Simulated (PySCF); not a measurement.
Parent: `[OH:1][B:2]([OH:3])[SiH3:4]` with H–O1–B2–O3 0°, O1–B2–O3–H 0°, BH5O2Si.

Method used: PBE0-D3(BJ)/def2-SVP geometry optimisation, gas phase in PySCF. One conformer each, not checked by frequencies here.

```json
{"coordinate of the parent": "O1–B2", "value": "1.361 Å"}
{"coordinate of the parent": "B2–O3", "value": "1.362 Å"}
{"coordinate of the parent": "B2–Si4", "value": "2.034 Å"}
{"coordinate of the parent": "O1–B2–O3", "value": "124.0°"}
{"coordinate of the parent": "O1–B2–Si4", "value": "118.9°"}
{"coordinate of the parent": "O3–B2–Si4", "value": "117.1°"}
```

Q: How does the shared frame change in `[NH2:1][SiH2:2][B:3]([OH:4])[OH:5]` with H–N1–Si2–B3 -53° and 173°, N1–Si2–B3–O4 99°, Si2–B3–O4–H -178°, Si2–B3–O5–H -1°, BH6NO2Si? Atoms pair as O1 = O4, B2 = B3, O3 = O5, Si4 = Si2 (parent first).

A: 
```tsv
parent	relative	value in the relative	change
O1–B2	O4–B3	1.357 Å	-0.004
B2–O3	B3–O5	1.366 Å	+0.004
B2–Si4	B3–Si2	2.039 Å	+0.005
O1–B2–O3	O4–B3–O5	117.6°	-6.4
O1–B2–Si4	O4–B3–Si2	118.9°	0.0
O3–B2–Si4	O5–B3–Si2	123.4°	+6.3
```

Of the parent's bonds, O1–B2, B2–O3 and B2–Si4 change most and about equally (-0.004 to +0.005 Å). Bonds of the relative outside the shared frame: N1–Si2 1.748 Å. Point group Cs → C1.

Q: How does the shared frame change in `[OH:1][B:2]([OH:3])[SiH2:4][S:5][SiH3:6]` with H–O1–B2–O3 0°, O1–B2–O3–H 180°, O1–B2–Si4–S5 178°, B2–Si4–S5–Si6 180°, BH7O2SSi2? Atoms pair as O1 = O3, B2 = B2, O3 = O1, Si4 = Si4 (parent first).

A: 
```tsv
parent	relative	value in the relative	change
O1–B2	O3–B2	1.358 Å	-0.003
B2–O3	B2–O1	1.353 Å	-0.009
B2–Si4	B2–Si4	2.034 Å	0.000
O1–B2–O3	O3–B2–O1	119.5°	-4.5
O1–B2–Si4	O3–B2–Si4	122.0°	+3.1
O3–B2–Si4	O1–B2–Si4	118.6°	+1.5
```

Of the parent's bonds, B2–O3 changes most (-0.009 Å). Bonds of the relative outside the shared frame: Si4–S5 2.172, S5–Si6 2.147 Å.

Q: How does the shared frame change in `[OH:1][B:2]([OH:3])[SiH2:4][c:5]1[cH:6][cH:7][cH:8][cH:9][n:10]1` with H–O1–B2–O3 3°, O1–B2–O3–H -1°, O1–B2–Si4–C5 41°, B2–Si4–C5–C6 -135°, C5H8BNO2Si? Atoms pair as O1 = O3, B2 = B2, O3 = O1, Si4 = Si4 (parent first).

A: 
```json
{"parent": "O1–B2", "relative": "O3–B2", "value in the relative": "1.361 Å", "change": "0.000"}
{"parent": "B2–O3", "relative": "B2–O1", "value in the relative": "1.361 Å", "change": "-0.001"}
{"parent": "B2–Si4", "relative": "B2–Si4", "value in the relative": "2.031 Å", "change": "-0.003"}
{"parent": "O1–B2–O3", "relative": "O3–B2–O1", "value in the relative": "124.0°", "change": "0.0"}
{"parent": "O1–B2–Si4", "relative": "O3–B2–Si4", "value in the relative": "119.2°", "change": "+0.3"}
{"parent": "O3–B2–Si4", "relative": "O1–B2–Si4", "value in the relative": "116.8°", "change": "-0.3"}
```

No shared bond changes by more than 0.004 Å. Bonds of the relative outside the shared frame: Si4–C5 1.897, C5–C6 1.401, C6–C7 1.393, C7–C8 1.391, C8–C9 1.396, C9–N10 1.328, C5–N10 1.344 Å. Point group Cs → C1.

Q: How does the shared frame change in `[CH3:1][SiH2:2][B:3]([OH:4])[OH:5]` with C1–Si2–B3–O4 -165°, Si2–B3–O4–H -178°, Si2–B3–O5–H 179°, CH7BO2Si? Atoms pair as O1 = O4, B2 = B3, O3 = O5, Si4 = Si2 (parent first).

A: 
```csv
parent,relative,value in the relative,change
O1–B2,O4–B3,1.362 Å,+0.001
B2–O3,B3–O5,1.364 Å,+0.002
B2–Si4,B3–Si2,2.033 Å,-0.001
O1–B2–O3,O4–B3–O5,123.5°,-0.5
O1–B2–Si4,O4–B3–Si2,119.1°,+0.2
O3–B2–Si4,O5–B3–Si2,117.4°,+0.3
```

No shared bond changes by more than 0.004 Å. Bonds of the relative outside the shared frame: C1–Si2 1.886 Å. Point group Cs → C1.

Q: How does the shared frame change in `[OH:1][B:2]([OH:3])[SiH2:4][Cl:5]` with H–O1–B2–O3 2°, O1–B2–O3–H -1°, O1–B2–Si4–Cl5 59°, BClH4O2Si? Atoms pair as O1 = O1, B2 = B2, O3 = O3, Si4 = Si4 (parent first).

A: 
```json
{"parent": "O1–B2", "relative": "O1–B2", "value in the relative": "1.358 Å", "change": "-0.003"}
{"parent": "B2–O3", "relative": "B2–O3", "value in the relative": "1.359 Å", "change": "-0.003"}
{"parent": "B2–Si4", "relative": "B2–Si4", "value in the relative": "2.031 Å", "change": "-0.003"}
{"parent": "O1–B2–O3", "relative": "O1–B2–O3", "value in the relative": "124.9°", "change": "+0.9"}
{"parent": "O1–B2–Si4", "relative": "O1–B2–Si4", "value in the relative": "117.2°", "change": "-1.7"}
{"parent": "O3–B2–Si4", "relative": "O3–B2–Si4", "value in the relative": "117.9°", "change": "+0.8"}
```

No shared bond changes by more than 0.004 Å. Bonds of the relative outside the shared frame: Si4–Cl5 2.086 Å. Point group Cs → C1.
